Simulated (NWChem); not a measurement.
MgCl₂; SMILES [Cl][Mg][Cl]

Computed with NWChem. Pople sets run with spherical d functions. Geometry: optimised at PBE0/def2-SVP. Static field.

Task: Taking Hartree-Fock/aug-cc-pVTZ as the yardstick, which of these has the fewest basis functions while keeping “isotropic polarisability (bohr³)” within 10 % of it: Hartree-Fock/aug-cc-pVDZ; Hartree-Fock/def2-TZVPD; Hartree-Fock/Sadlej pVTZ; Hartree-Fock/def2-SVP; Hartree-Fock/6-31G*; Hartree-Fock/6-31+G*; Hartree-Fock/def2-SVPD; Hartree-Fock/def2-TZVP?

Result: Hartree-Fock/def2-SVPD (a larger set in the list lies outside the tolerance).
```
level                     basis functions  isotropic polarisability (bohr³)  relative time (rough)
------------------------  ---------------  --------------------------------  ---------------------
Hartree-Fock/6-31G*                    54                              32.7                      3
Hartree-Fock/def2-SVP                  54                              31.6                      1
Hartree-Fock/6-31+G*                   66                              35.0                      4
Hartree-Fock/def2-SVPD                 75                              43.4                      2
Hartree-Fock/aug-cc-pVDZ               81                              42.5                     20
Hartree-Fock/Sadlej pVTZ               96                              44.8                      9
Hartree-Fock/def2-TZVP                106                              38.6                      8
Hartree-Fock/def2-TZVPD               127                              44.7                     10
Hartree-Fock/aug-cc-pVTZ              150                              44.3                    100
```

The yardstick is one finite set, not the basis-set limit.
